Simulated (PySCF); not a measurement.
CH₃AlBrF. Atoms are numbered in the order given.

```xyz
7

Al     0.1233     0.9319     0.0000
F      1.6865     1.5062     0.0000
Br    -0.1025    -1.3125     0.0000
C     -1.3681     2.1641     0.0000
H     -2.3375     1.6433     0.0000
H     -1.3234     2.8186     0.8868
H     -1.3234     2.8186    -0.8868
```
Charge 0, spin multiplicity 1.

Geometry optimised at B3LYP-D3(BJ)/def2-SVP. The structure was generated by enumeration; whether it is a known compound was not checked.

The numbers are results of PySCF with r2SCAN/def2-TZVP, not measurements.

The molecule is in vacuum.

total energy: -2956.46181 hartree
point group: Cs
highest occupied level: -7.65 eV
lowest empty level: -1.18 eV
orbital gap: 6.47 eV
dipole moment: 2.14 D
quadrupole, principal values (traceless, Buckingham form, about the centre of nuclear charge): -8.30, 2.76, 5.53 D·Å
mean static polarisability: 54.7 bohr³ (8.11 Å³)
polarisability, principal values: 45.0, 50.2, 69.0 bohr³
